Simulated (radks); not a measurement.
These are the eigenvalues of the occupied orbitals of an atom or ion with whole-number occupations (eV). Method: scalar-relativistic Kohn-Sham, BLYP, spin-polarised, spherical densities, point nucleus; computed with a radial shooting solver on a logarithmic mesh with Libxc functionals.

orbital  eigenvalue
1s up     -32989.78
1s down   -32989.75
2s up     -5096.884
2s down   -5096.870
2p up     -4574.907
2p down   -4574.881
3s up     -1028.300
3s down   -1028.273
3p up     -859.1952
3p down   -859.1642
3d up     -605.8603
3d down   -605.8306
4s up     -180.2942
4s down   -180.2296
4p up     -127.2903
4p down   -127.2247
4d up      -50.0833
4d down    -49.9843
5s up      -17.5340
5s down    -16.9816
5p up       -7.1616
5p down     -6.6231

Which element is it, and in what charge state? The configuration may be excited. Open shells, if any, are filled with parallel spins first.

Answer. Z = 53, iodine, charge 0: I in [Kr] 4d10 5s2 5p5. The list shows which subshells hold electrons but not how many an open one holds; the 1s level, -1212.4 hartree, gives Z - s = 49.2 by -(Z - s)^2/2, which with screening and relativity narrows Z to a few neighbours, and the depths of the outer levels then fix element, charge and occupations together.
